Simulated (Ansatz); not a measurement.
Ansatz results at the PBE0-D4/def2-TZVP geometry: LUMO energy (PBE0/def2-TZVPP) -2.21 eV; zero-point energy (PBE0-D4/def2-TZVP) 185.6 kJ/mol; LUMO energy (B3LYP/def2-TZVPP) -2.47 eV.

Each molecule was computed in one conformer, which needn't be the lowest.

**Question.** Which molecule gave them?
A. `ClB1O[SiH2]S1`
B. `FC[SiH](F)S`
C. `C[O][GeH2][GaH2]`
D. `BC(=O)CCl`

**Answer.** C. The others give `ClB1O[SiH2]S1`: -0.72, 77.8, -0.92; `FC[SiH](F)S`: 0.03, 135.8, -0.24; `BC(=O)CCl`: -1.05, 152.7, -1.31.

B3LYP here is the variant with VWN-RPA as its local correlation; programs differ in this.
